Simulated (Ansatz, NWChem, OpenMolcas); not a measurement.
## BNH3F3 (SMILES [NH3+][B-](F)(F)F): methods side by side

BNH3F3 has 8 atoms, charge 0, and is taken as a singlet. As SMILES, `[NH3+][B-](F)(F)F`. Geometry: relaxed at PBE0-D4/def2-TZVP.

Quantity: the vertical energy of the triplet above the singlet, in eV. The values are calculated.

```json
{"level": "HF/cc-pVDZ", "kind": "Hartree–Fock", "program": "OpenMolcas", "value (eV)": "9.94", "less CCSD(T)/cc-pVDZ": "+0.24", "CPU time (all runs)": "16 s"}
{"level": "BLYP/cc-pVDZ", "kind": "GGA", "program": "OpenMolcas", "value (eV)": "8.22", "less CCSD(T)/cc-pVDZ": "-1.48", "CPU time (all runs)": "97 s"}
{"level": "BHLYP/cc-pVDZ", "kind": "global hybrid", "program": "OpenMolcas", "value (eV)": "9.61", "less CCSD(T)/cc-pVDZ": "-0.09", "CPU time (all runs)": "77 s"}
{"level": "CAM-B3LYP/cc-pVDZ", "kind": "range-separated hybrid", "program": "NWChem", "value (eV)": "9.23", "less CCSD(T)/cc-pVDZ": "-0.47", "CPU time (all runs)": "3.2 min"}
{"level": "PBE-QIDH/cc-pVDZ", "kind": "double hybrid", "program": "Ansatz", "value (eV)": "9.77", "less CCSD(T)/cc-pVDZ": "+0.07", "CPU time (all runs)": "31 s"}
{"level": "RPA@PBE0/cc-pVDZ", "kind": "RPA", "program": "Ansatz", "value (eV)": "9.36", "less CCSD(T)/cc-pVDZ": "-0.34", "CPU time (all runs)": "48 s"}
{"level": "MP2/cc-pVDZ", "kind": "perturbation theory", "program": "NWChem", "value (eV)": "9.98", "less CCSD(T)/cc-pVDZ": "+0.28", "CPU time (all runs)": "2 min"}
{"level": "CCSD(T)/cc-pVDZ", "kind": "coupled cluster or CI", "program": "Ansatz", "value (eV)": "9.70", "less CCSD(T)/cc-pVDZ": "0.00", "CPU time (all runs)": "3.2 min"}
```

CCSD(T)/cc-pVDZ is the highest level here, not the true value. The values span 8.22 to 9.98 eV. A triplet this far above the singlet is often a Rydberg-like or dissociative state; sets without diffuse functions put Rydberg states too high. Times are those of the runs behind each value, whatever else they computed, on shared processors of several kinds: orders of magnitude only.
